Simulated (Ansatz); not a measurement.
Reaction (SMILES): [WH6] (WH6) -> [WH5] (WH5) + H atom (the H-W bond at the site shown breaks; other sites are not compared here)
Geometries: B3LYP-D3(BJ)/def2-TZVP minima from Ansatz (a quantum-chemistry and plane-wave program). Frequencies are from Ansatz. High T1 diagnostic, so coupled cluster is less sure: [WH6] (WH6). [WH5] (WH5): The spin state was set by rule; other spins were not relaxed.

Quantity: bond dissociation energy (0 K, with B3LYP-D3(BJ) harmonic zero-point energies), in eV. Correlated levels leave the core frozen unless marked. Open shells are spin-unrestricted. No spin-orbit coupling. Frozen are the shells of the preceding noble gas and the d and f shells that filled before the atom's block. In def2 rows, elements after Kr have scalar-relativistic effective core potentials. CBS(X,Y): correlation extrapolated as X^-3; Hartree-Fock from the larger set. [CCSD(T)-MP2]/basis is that difference in the basis named.

```
level                                                                 program  bond dissociation energy (eV)
-------------------------------------------------------------  --------------  -----------------------------
revPBE-D4/def2-TZVPD                                           Ansatz + dftd4                           2.68
PBE0-D3(BJ)/def2-TZVPD                                         Ansatz + dftd3                           2.61
r2SCANh-D4/def2-TZVPD                                          Ansatz + dftd4                           2.61
LC-wPBE-D4/def2-TZVPD                                          Ansatz + dftd4                           2.52
CCSD(T)/def2-TZVPPD                                                    Ansatz                           2.64
RI-MP2/CBS(def2-TZVPP,def2-QZVPP)+[CCSD(T)-MP2]/def2-SVP               Ansatz                           2.75
RI-MP2/CBS(def2-TZVPPD,def2-QZVPPD)+[CCSD(T)-MP2]/def2-TZVPPD          Ansatz                           2.72
```
